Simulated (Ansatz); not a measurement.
Cost and result up the ladder for HGe(SiH3)3 (Si3GeH10) (14 atoms). Total charge 0; singlet. Geometry: r2SCAN-D4/def2-SVP.

| atom | x (Å) | y (Å) | z (Å) |
| --- | --- | --- | --- |
| Ge1 | -0.1834 | 0.0093 | -0.6579 |
| Si2 | -0.2888 | -2.2247 | 0.1596 |
| Si3 | -1.6667 | 1.3884 | 0.5944 |
| Si4 | 2.0414 | 0.8317 | -0.4476 |
| H5 | -0.5982 | 0.0307 | -2.1432 |
| H6 | 0.1259 | -2.2364 | 1.5958 |
| H7 | 0.6308 | -3.1144 | -0.6130 |
| H8 | -1.6803 | -2.7610 | 0.0575 |
| H9 | -1.2684 | 1.3468 | 2.0348 |
| H10 | -1.6011 | 2.8041 | 0.1191 |
| H11 | -3.0744 | 0.9013 | 0.4713 |
| H12 | 2.9973 | -0.0239 | -1.2149 |
| H13 | 2.1350 | 2.2359 | -0.9518 |
| H14 | 2.4309 | 0.8122 | 0.9958 |

Ansatz; hardware A = 2 threads of AMD EPYC 7R13 on a shared host; B = 2 threads of AMD EPYC 7R13 on a shared host and a share (18 GiB) of an NVIDIA H100 80GB HBM3. Times are rough, and most runs start from the orbitals of an earlier one. PBE0-D4/def2-TZVPD serves as the yardstick here, not as an exact answer. Differences are given only for rows in sets of like size (and for xTB, whose basis is part of the method), since another set adds its own error. Binding counts from free atoms at the same level (Ge triplet, Si triplet, H doublet; other spins of the atoms weren't run), without zero-point energy or a counterpoise term.

The 6-31G sets use Cartesian d functions. B3LYP takes the VWN-RPA correlation. HSE06 is defined as in plane-wave codes, on full-range PBE exchange. Correlated methods freeze 24 core orbitals; core or outer-core shells of Ge are correlated, in sets that lack core-valence functions.

Correlated methods converge slowly with the basis.

| level | functions | binding energy per atom (eV) | difference from PBE0-D4/def2-TZVPD (eV) |
| --- | --- | --- | --- |
| PBE-D4/def2-TZVP (with forces) [A] | 219 | 2.87 | -0.01 |
| PBE-D4/def2-TZVPD [B] | 273 | 2.87 | -0.01 |
| r2SCANh-D4/def2-TZVPD [B] | 273 | 2.92 | 0.04 |
| B3LYP-D4/def2-TZVP [A] | 219 | 2.91 | 0.04 |
| PBE-D4/def2-SVP [A] | 136 | 2.86 | – |
| HSE06-D4/def2-TZVP [A] | 219 | 2.88 | 0.00 |
| PBE0-D4/def2-TZVPD [B] | 273 | 2.88 | 0.00 |
| CCSD(T)/def2-TZVP [B] | 219 | 2.82 | -0.06 |
| r2SCANh-D4/def2-TZVP [A] | 219 | 2.92 | 0.04 |
| PBE0-D4/def2-TZVP [A] | 219 | 2.88 | 0.00 |
| HF/6-31G [A] | 88 | 1.93 | – |
| PBE0-D4/def2-SVP [A] | 136 | 2.87 | – |
| r2SCAN-D4/def2-TZVP [A] | 219 | 2.92 | 0.04 |
| B3LYP-D4/6-31G [A] | 88 | 2.73 | – |

(1) Estimate how long each takes.

Results:

(1) HF/6-31G [A] 0.95 s; PBE-D4/def2-SVP [A] 1.9 s; B3LYP-D4/6-31G [A] 2 s; PBE0-D4/def2-SVP [A] 2.9 s; PBE-D4/def2-TZVP (with forces) [A] 3.9 s; B3LYP-D4/def2-TZVP [A] 4.9 s; HSE06-D4/def2-TZVP [A] 5.5 s; r2SCAN-D4/def2-TZVP [A] 6 s; PBE0-D4/def2-TZVP [A] 6 s; r2SCANh-D4/def2-TZVP [A] 7.5 s; CCSD(T)/def2-TZVP [B] 15 s; PBE-D4/def2-TZVPD [B] 18 s; r2SCANh-D4/def2-TZVPD [B] 18 s; PBE0-D4/def2-TZVPD [B] 19 s. On shared hardware such times vary by a factor of up to 3.
